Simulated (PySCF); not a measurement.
Compound: CH₇AsBP.
Z-matrix (Å and degrees, PBE0-D3(BJ)/def2-SVP geometry), rows numbered from 1:
```
C 
B   1  1.5690
P   2  1.8903  1  121.04
As  2  2.0259  1  120.27  3   179.53
H   1  1.1001  2  114.57  3     4.69
H   1  1.1061  2  107.58  3  -114.65
H   1  1.1021  2  112.22  3   129.53
H   3  1.4216  2  102.94  1   146.53
H   3  1.4235  2  101.79  1    44.73
H   4  1.5212  2   97.53  1    51.11
H   4  1.5195  2   97.75  1   147.41
```

Computed, not measured: PySCF 2.14.0, PBE0-D3(BJ)/def2-SVP geometry optimisation, gas phase.

Masses are those of the commonest isotopes; rigid-rotor values at the optimised geometry. The values belong to one conformer with, in the numbering `[CH3:1][B:2]([PH2:3])[AsH2:4]`, C1–B2–P3–H 147° and 45°, C1–B2–As4–H 51° and 147°.

Question: Give the principal moments of inertia and the rotational constants in MHz.

Answer: Ia = 101.96, Ib = 290.03, Ic = 382.04 u·Å²; 505379 MHz·u·Å²/I gives A = 4956, B = 1743, C = 1323 MHz.

Question: What kind of rotor is it?

Answer: An asymmetric top: κ = (2 × 1743 − 4956 − 1323)/(4956 − 1323) = -0.77.

Question: Is it planar, by Δ = Ic − Ia − Ib?

Answer: Not planar: Δ = Ic − Ia − Ib = -9.95 u·Å². For a rigid frame Δ = −2 Σ m c², so Σ m c² = 4.98 u·Å² lies off the ab plane: 4.79 from hydrogen and 0.18 from heavier atoms. The atom farthest from that plane is 1.12 Å away.

Question: Give the other two planar moments, Paa and Pbb, and the rms extents of the mass along the axes.

Answer: Paa = Σ m a² = (Ib + Ic − Ia)/2 = 285.05 and Pbb = Σ m b² = (Ia + Ic − Ib)/2 = 96.99 u·Å². With the mass M = 135.96 u, the rms extents √(P/M) along a, b and c are 1.45, 0.84, 0.19 Å.

Question: Which types of transition are allowed, and where do some lines up to J = 3 fall?

Answer: The dipole components are |μa| = 0.39 D, |μb| = 0.79 D, |μc| = 0.37 D. The squared components, which scale the intensities, stand as 0.25 : 1.00 : 0.22 (a : b : c). Some of the stronger lines:

```csv
type,branch,"J(Ka,Kc)",MHz,lower level (cm⁻¹)
a,Q,"2(1,1) ← 2(1,2)",1259,0.400
c,Q,"2(1,2) ← 2(0,2)",2833,0.305
b,Q,"1(1,0) ← 1(0,1)",3634,0.102
b,R,"1(1,1) ← 0(0,0)",6279,0.000
b,R,"2(1,2) ← 1(0,1)",8925,0.102
a,R,"3(2,1) ← 2(2,0)",9348,0.765
b,Q,"2(2,0) ← 2(1,1)",9680,0.442
a,R,"3(1,2) ← 2(1,1)",9800,0.442
b,R,"3(1,3) ← 2(0,2)",11376,0.305
c,R,"2(2,0) ← 1(1,0)",16231,0.223
c,R,"2(2,1) ← 1(1,1)",16612,0.209
b,Q,"3(3,0) ← 3(2,1)",16954,1.077
b,Q,"3(3,1) ← 3(2,2)",17142,1.070
c,R,"3(2,1) ← 2(1,1)",19028,0.442
b,R,"3(3,1) ← 2(2,0)",26299,0.765
c,R,"3(3,1) ← 2(2,1)",26338,0.764
```

Stationary, but not proved a minimum. These are rigid-rotor constants of the computed structure; measured ground-state constants (B0) also hold zero-point vibration. A rigid rotor knows nothing of internal rotation, which can split or shift real lines. Quadrupole hyperfine structure (11B, 75As) is left out.
